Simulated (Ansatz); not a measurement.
Relaxation of the cluster Mg2S3 with RKS PBE0-D4/def2-SVP.

```sh
$ ansatz run in.yaml --threads 4 --pin off --events-out ev --progress --plain --max-ram 4787MiB
```

```yaml
crystal:
  periodic: [false, false, false]
  atoms:
    - {symbol: Mg, position_ang: [0.760700, -2.114900, -0.127410]}
    - {symbol: Mg, position_ang: [-0.270590, 0.758360, 0.042690]}
    - {symbol: S, position_ang: [-1.066230, 2.942090, 0.238850]}
    - {symbol: S, position_ang: [-1.436910, -1.402400, -0.233450]}
    - {symbol: S, position_ang: [2.013030, -0.183140, 0.079320]}
basis:
  gaussian: {orbitals: def2-SVP}
hamiltonian: {xc: pbe0, dispersion: d4}
scf: {lower_state_search: "off"}
output: {orbitals: {seedname: orbitals}}
relax: {f_tol: 0.02, max_steps: 100}
```

It took 22 s on 4 threads of Arm Neoverse V1 on a shared host.

Positions (Å) and forces (eV/Å) at steps 1, 2, 3, 4, 5, 6, 7, 8, 9, 10, 11, 12, 13, 14, 15, 16, 17, 19, 20 of 20:

```xyz
5
step=1 energy=-43365.4068 eV
Mg    0.761   -2.115   -0.127   -0.179    0.470    0.054
Mg   -0.271    0.758    0.043    0.153   -0.490    0.220
S    -1.066    2.942    0.239   -0.012    0.057   -0.089
S    -1.437   -1.402   -0.233   -0.092   -0.061   -0.103
S     2.013   -0.183    0.079    0.130    0.024   -0.082
5
step=2 energy=-43365.4330 eV
Mg    0.697   -1.939   -0.117    0.129   -0.324   -0.187
Mg   -0.232    0.633    0.111   -0.103    0.265    0.111
S    -1.024    2.833    0.199   -0.020    0.076   -0.081
S    -1.555   -1.412   -0.263    0.345    0.114    0.110
S     2.114   -0.115    0.070   -0.350   -0.131    0.047
5
step=3 energy=-43365.4820 eV
Mg    0.722   -2.002   -0.142    0.017   -0.026   -0.105
Mg   -0.247    0.672    0.123   -0.005   -0.012    0.103
S    -1.039    2.877    0.192   -0.006    0.033   -0.074
S    -1.504   -1.405   -0.248    0.053    0.022    0.043
S     2.069   -0.142    0.075   -0.059   -0.017    0.033
5
step=4 energy=-43365.5057 eV
Mg    0.729   -1.988   -0.279    0.005    0.016   -0.088
Mg   -0.257    0.649    0.322   -0.043    0.149   -0.095
S    -1.029    2.878    0.066    0.084   -0.243    0.014
S    -1.495   -1.396   -0.215   -0.080    0.020    0.080
S     2.051   -0.143    0.106    0.033    0.057    0.090
5
step=5 energy=-43365.5195 eV
Mg    0.725   -1.959   -0.352   -0.005    0.036   -0.047
Mg   -0.254    0.639    0.342   -0.044    0.143   -0.053
S    -1.020    2.859    0.030    0.075   -0.218    0.013
S    -1.509   -1.399   -0.172   -0.004    0.025    0.045
S     2.058   -0.141    0.151   -0.022    0.015    0.043
5
step=6 energy=-43365.5259 eV
Mg    0.710   -1.876   -0.515   -0.028    0.074    0.057
Mg   -0.251    0.617    0.423    0.005   -0.017    0.153
S    -0.980    2.759   -0.066   -0.062    0.168   -0.063
S    -1.516   -1.374   -0.082   -0.023   -0.132   -0.080
S     2.037   -0.126    0.239    0.108   -0.093   -0.067
5
step=7 energy=-43365.5341 eV
Mg    0.695   -1.824   -0.561    0.021   -0.029    0.001
Mg   -0.252    0.610    0.518    0.045   -0.127    0.094
S    -0.964    2.716   -0.125   -0.058    0.135   -0.056
S    -1.523   -1.375   -0.078   -0.044    0.010   -0.022
S     2.045   -0.127    0.246    0.036    0.011   -0.017
5
step=8 energy=-43365.5407 eV
Mg    0.668   -1.743   -0.642    0.051    0.095    0.024
Mg   -0.231    0.588    0.711    0.099   -0.031   -0.184
S    -0.958    2.603   -0.240   -0.012   -0.211    0.065
S    -1.543   -1.326   -0.082   -0.003    0.172    0.051
S     2.063   -0.123    0.254   -0.135   -0.024    0.043
5
step=9 energy=-43365.6086 eV
Mg    0.635   -1.660   -0.714    0.256    0.281    0.120
Mg   -0.149    0.580    0.845    0.232    0.227   -0.398
S    -1.036    2.455   -0.337   -0.064   -0.729    0.235
S    -1.566   -1.208   -0.091   -0.033    0.465    0.017
S     2.116   -0.166    0.297   -0.390   -0.243    0.027
5
step=10 energy=-43365.9044 eV
Mg    0.621   -1.609   -0.732    0.387    0.275    0.079
Mg   -0.059    0.600    0.877    0.503    0.248   -0.085
S    -1.133    2.291   -0.366   -0.300   -1.042    0.108
S    -1.573   -1.059   -0.113   -0.271    0.834   -0.129
S     2.144   -0.224    0.334   -0.319   -0.315    0.027
5
step=11 energy=-43366.4212 eV
Mg    0.614   -1.566   -0.741    0.329    0.316    0.030
Mg    0.025    0.622    0.921    0.644    0.290    0.066
S    -1.220    2.119   -0.390   -0.409   -1.641    0.078
S    -1.585   -0.904   -0.146   -0.357    1.346   -0.251
S     2.166   -0.271    0.356   -0.207   -0.311    0.076
5
step=12 energy=-43366.7050 eV
Mg    0.623   -1.525   -0.763    0.042    0.125    0.067
Mg    0.154    0.739    0.822    0.277    0.062    0.088
S    -1.378    2.072   -0.353   -0.166   -1.926    0.085
S    -1.600   -0.876   -0.165   -0.017    1.763   -0.207
S     2.201   -0.409    0.459   -0.136   -0.024   -0.033
5
step=13 energy=-43367.4157 eV
Mg    0.611   -1.501   -0.760   -0.116    0.240    0.022
Mg    0.212    0.754    0.857    0.234    0.207    0.132
S    -1.429    1.887   -0.362   -0.091   -2.054    0.067
S    -1.605   -0.712   -0.203   -0.037    1.698   -0.229
S     2.210   -0.427    0.468    0.010   -0.090    0.009
5
step=14 energy=-43367.9731 eV
Mg    0.586   -1.444   -0.768   -0.216    0.216   -0.032
Mg    0.279    0.787    0.898    0.058    0.260    0.044
S    -1.468    1.697   -0.378    0.153   -1.147    0.093
S    -1.622   -0.581   -0.243    0.022    0.718   -0.136
S     2.224   -0.459    0.490   -0.017   -0.047    0.031
5
step=15 energy=-43368.0716 eV
Mg    0.515   -1.271   -0.828   -0.047   -0.073    0.010
Mg    0.396    0.931    0.940    0.139   -0.077    0.175
S    -1.395    1.541   -0.385   -0.169   -0.768   -0.068
S    -1.701   -0.686   -0.282    0.042    0.805   -0.084
S     2.185   -0.515    0.556    0.035    0.113   -0.033
5
step=16 energy=-43368.1221 eV
Mg    0.454   -1.255   -0.736    0.041   -0.142   -0.125
Mg    0.502    1.001    0.976    0.087    0.131    0.138
S    -1.377    1.439   -0.319   -0.094   -0.236   -0.049
S    -1.795   -0.698   -0.459    0.022    0.240    0.029
S     2.217   -0.487    0.537   -0.056    0.008    0.008
5
step=17 energy=-43368.1250 eV
Mg    0.458   -1.263   -0.733    0.008   -0.113   -0.109
Mg    0.510    1.011    0.978    0.052    0.120    0.111
S    -1.386    1.437   -0.299   -0.075   -0.237   -0.045
S    -1.795   -0.697   -0.490    0.037    0.231    0.032
S     2.214   -0.488    0.544   -0.023   -0.001    0.011
5
step=19 energy=-43368.1323 eV
Mg    0.453   -1.272   -0.741   -0.022    0.000   -0.022
Mg    0.532    1.044    0.998   -0.023    0.024   -0.008
S    -1.384    1.410   -0.287   -0.005   -0.002    0.005
S    -1.799   -0.694   -0.517   -0.001   -0.002    0.002
S     2.198   -0.487    0.547    0.051   -0.021    0.023
5
step=20 energy=-43368.1325 eV
Mg    0.453   -1.269   -0.744   -0.001    0.000    0.000
Mg    0.534    1.047    0.993    0.000    0.001   -0.001
S    -1.388    1.409   -0.284    0.001   -0.001    0.001
S    -1.799   -0.695   -0.518    0.001    0.000    0.000
S     2.200   -0.492    0.553   -0.001    0.000    0.000
```

The structure comes from a short search, and lower isomers may exist.
